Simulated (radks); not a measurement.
Values are calculated unless marked as measured or tabulated.
Isoelectronic series with 57 electrons, all held in the configuration [Xe] 5d1 6s2, which need not be the ground one along the series. Level of theory: scalar-relativistic Kohn-Sham, LDA (Slater exchange, Perdew-Wang correlation), spin-polarised, spherical densities, finite nucleus; open shells are filled with parallel spins first (spin-orbit coupling, left out, can overturn this in heavy ions); Fermi nuclear charge, rms radius of each element as measured or else 0.836 A^(1/3) + 0.57 fm (a radial shooting solver on a logarithmic mesh with Libxc functionals). Total energies (hartree) and mean radii <r> (bohr):

ion    E (hartree)  5d up  6s down  6s up  5p down
La      -8486.5041  2.973    4.429  4.334    1.801
Ce+     -8853.0073  2.429    3.717  3.668    1.687
Pr2+    -9228.4965  2.130    3.272  3.241    1.588
Nd3+    -9613.0041  1.924    2.954  2.932    1.502
Pm4+   -10006.5690  1.769    2.710  2.693    1.426
Sm5+   -10409.2302  1.645    2.513  2.500    1.358
Eu6+   -10821.0795  1.541    2.350  2.340    1.298
Gd7+   -11242.1524  1.454    2.211  2.203    1.243
Tb8+   -11672.5611  1.378    2.091  2.084    1.194
Dy9+   -12112.2435  1.311    1.986  1.979    1.148
Ho10+  -12561.4145  1.251    1.892  1.886    1.107
Er11+  -13020.0584  1.198    1.808  1.803    1.068
Tm12+  -13488.3116  1.149    1.732  1.728    1.033
Yb13+  -13966.1647  1.105    1.663  1.659   0.9995

5d up drops below 6s up between La and Ce+.
